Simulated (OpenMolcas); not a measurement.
Tb3+ with 6 ligands (chloride) in trigonal prismatic coordination (D3h), a polar angle of 51.6° against the regular 49.1°. A charge of +0.5 e stands 2.4 Å behind each ligand. Ligand basis ANO-RCC-VDZP.

| Quantity | Value |
| --- | --- |
| Program | OpenMolcas |
| Method | CASSCF |
| Basis | ANO-RCC-VTZP [8s7p5d3f2g1h] |
| Scalar Hamiltonian | DKH2, point nucleus |
| Active space | 8 electrons in 7 orbitals (4f) |
| State averaging | 2S+1 = 7 even, 7 roots; 2S+1 = 5 even, 62 roots kept (CI in the orbitals of an earlier block); 2S+1 = 3 even, 2 roots kept (CI in the orbitals of an earlier block, 0 in the spin-orbit step) |
| Spin-orbit coupling | state interaction with AMFI integrals over the reference wave functions |

All ligands move together. At R = 2.51 Å the width of the lowest J multiplet is 435 cm-1, and at R = 2.68 Å it is 361 cm-1.

Task: A third run gives 314 cm-1. What distance was it run at?

Result: With a power law R^-n the two known points give n = -ln(361 / 435) / ln(2.68 / 2.51) = 2.85. Then R = 2.51 × (435 / 314)^(1/2.85) = 2.814 Å. The run was at 2.82 Å, so the estimate is off by -0.006 Å.

High states are left out of the spin-orbit mixing, which shifts the levels that they would mix with. Without dynamic correlation the ligand-field splitting of an f shell can come out too small, at times by half. No measured value stands beside these numbers; the geometry was imposed, not optimised, and the real ion may take another.
